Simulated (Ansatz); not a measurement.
Consider the ligand exchange at a B–N bond: `CN(C)B[SiH3]` + `N[SiH3]` → `[SiH3]BN[SiH3]` + `CNC`.

Program: Ansatz. Geometries: PBE0-D4/def2-TZVP. ΔE: electronic, gas phase. CCSD(T)/CBS adds triple-zeta CCSD(T) − MP2 to the extrapolated MP2 energy (def2 sets, frozen cores). This one scheme is used for every species. Each species was taken in one conformer, which may not be the lowest.

`CN(C)B[SiH3]`:

```xyz
15

C     0.932    1.500   -1.077
N     0.381    0.397   -0.317
C     1.383   -0.593    0.014
B    -0.958    0.332    0.035
Si   -1.857   -1.135    1.086
H     1.372    1.142   -2.015
H     1.725    2.002   -0.510
H     0.150    2.221   -1.305
H     0.940   -1.407    0.583
H     1.833   -1.003   -0.897
H     2.187   -0.143    0.607
H    -1.651    1.246   -0.324
H    -0.988   -2.266    1.527
H    -2.484   -0.566    2.315
H    -2.963   -1.729    0.279
```

`N[SiH3]`:

```xyz
7

N    -0.114    0.609   -0.868
Si    0.159   -0.419    0.483
H     0.068    1.596   -0.788
H    -0.905    0.441   -1.470
H     1.515   -0.124    1.015
H    -0.803   -0.278    1.617
H     0.081   -1.826    0.010
```

`[SiH3]BN[SiH3]`:

```xyz
12

Si   -0.098   -1.127   -1.530
B     0.534    0.689   -0.901
N     0.397    1.152    0.412
Si   -0.320    0.317    1.776
H    -0.738   -1.964   -0.473
H     1.053   -1.901   -2.078
H    -1.088   -0.964   -2.633
H     1.059    1.416   -1.701
H     0.752    2.079    0.606
H    -1.745    0.004    1.514
H     0.411   -0.940    2.069
H    -0.216    1.238    2.938
```

`CNC`:

```xyz
10

C     1.053   -0.513   -0.299
N     0.025   -0.223    0.674
C    -0.975    0.692    0.175
H     1.751   -1.250    0.103
H     1.621    0.398   -0.510
H     0.667   -0.890   -1.262
H    -0.416   -1.083    0.973
H    -0.516    1.667   -0.011
H    -1.758    0.834    0.924
H    -1.451    0.368   -0.767
```

```csv
species,CCSD(T)/CBS(def2) energy (Eh)
`CN(C)B[SiH3]`,-450.71054
`N[SiH3]`,-346.80422
`[SiH3]BN[SiH3]`,-662.50143
`CNC`,-135.00321
```

Task: Work out ΔE.

Result: ΔE = (-662.50143) + (-135.00321) − (-450.71054) − (-346.80422) = 0.01012 Eh = +0.28 eV.

Largest T1 diagnostic among the species: 0.014.

In def2-TZVPP, CCSD(T) changes the Hartree–Fock value by +0.14 eV (the triples alone add +0.02 eV) and MP2 by +0.16 eV.
